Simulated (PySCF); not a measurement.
Indirect couplings

Geometry:
| atom | x (Å) | y (Å) | z (Å) |
| --- | --- | --- | --- |
| Zn1 | 0.329 | -0.116 | 0.526 |
| C2 | 0.076 | -0.831 | 2.296 |
| H3 | -0.931 | -1.262 | 2.408 |
| H4 | 0.194 | -0.044 | 3.058 |
| H5 | 0.810 | -1.624 | 2.509 |
| O6 | 0.711 | 0.597 | -1.056 |
| C7 | -0.092 | 0.758 | -2.170 |
| H8 | -0.991 | 1.385 | -1.988 |
| H9 | -0.458 | -0.200 | -2.600 |
| H10 | 0.476 | 1.260 | -2.977 |

Method: PBE/pcJ-1 (pcSseg-1 on Zn) (without the spin–dipole term)//PBE0-D3(BJ)/def2-SVP, PySCF 2.14.0 with density-fitted response routines; isolated molecule, single conformer, non-relativistic. Couplings are averaged over pairs made equivalent by symmetry, fast rotation or ring inversion, so a value needn't be that of the named pair in this geometry, while other rotamers aren't included; one pair stands for each set, and the list holds those of at least 1.5 Hz over up to four bonds, among pairs with at least one C or H atom (others weren't computed).

Isotopes: 13C, 1H, 17O. Couplings to quadrupolar nuclei such as 17O and 33S are rarely resolved in practice.

| pair | bonds | J (Hz) |
| --- | --- | --- |
| C2, H3 | 1 | 123.9 |
| O6, C7 | 1 | 26.1 |
| C7, H8 | 1 | 128.3 |
| C2, O6 | 2 | -2.1 |
| H3, H4 | 2 | -12.1 |
| O6, H8 | 2 | ? |
| H8, H9 | 2 | ? |

Question: Estimate the withheld couplings, with signs.

Answer: 
- 2J(O6,H8) = -6.6 Hz (mean over equivalent pairs that range from -14.2 to -2.8 Hz in this conformer)
- 2J(H8,H9) = -9.8 Hz (mean over equivalent pairs that range from -10.5 to -8.5 Hz in this conformer)
